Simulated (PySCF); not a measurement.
C₂H₉BGe, SMILES C[B](C)[GeH3] at its PBE0/def2-SVP optimised geometry (Å):

```
13

B      0.4422     0.0075     0.0000
Ge    -1.6423     0.0075     0.0000
H     -2.1901     1.4550     0.0000
H     -2.2772    -0.7095    -1.2126
H     -2.2118    -0.6590     1.2744
C      1.1980     0.6883     1.1899
H      1.3298     1.7401     0.8596
H      2.2144     0.2950     1.3550
H      0.6540     0.7350     2.1447
C      1.2229    -0.6584    -1.1810
H      2.2772    -0.3502    -1.2666
H      0.7285    -0.5923    -2.1620
H      1.2295    -1.7401    -0.9302
```

Level of theory: PBE0/def2-TZVP (PySCF). Cells within 0.4 Å of a nucleus heavier than hydrogen are left out (blank, or x).

Map of the electrostatic potential (hartree/e), clipped to [-0.08, 0.12] on the plane z = 1.2 Å:

```
|0000000000000011111111111111111|
|0000000000000111111111111111111|
|0000000000000111111111111111111|
|0000000000000111111111111111111|
|0000000000000111111111111111111|
|0000000000000111112222211111111|
|0000000000000111123443211111111|
|0000000000000111235885321111111|
|0000000000001111249999421111111|
|0000000000111111369999521111111|
|0000000011222112599999521111111|
|0000000123333223999999942111111|
|000000124676533599xxx9996321111|
|000001247999743599xxx9999522111|
|0000013699998545999x99999732111|
|0000025999998545899999999632111|
|0000039999997545789998997422111|
|0000049999975445665433443221111|
|0000039999843334444322222211111|
|0000016998422223333221111111111|
|0000001332111222222211111111111|
|0000000011111112222211111111111|
|0000000000011111222111111111111|
|0000000000001111111111111111111|
|0000000000001111111111111111111|
|0000000000001111111111111111111|
|0000000000001111111111111111111|
|0000000000001111111111111111111|
|0000000000001111111111111111111|
|0000000000001111111111111111111|
|0000000000001111111111111111111|
```
Scale: ten equal steps from -0.012 (start of '0') to 0.120 (end of '9'), in the order '0123456789'; x runs from -4.50 to 4.50, y from -4.50 (bottom) to 4.50 (top).
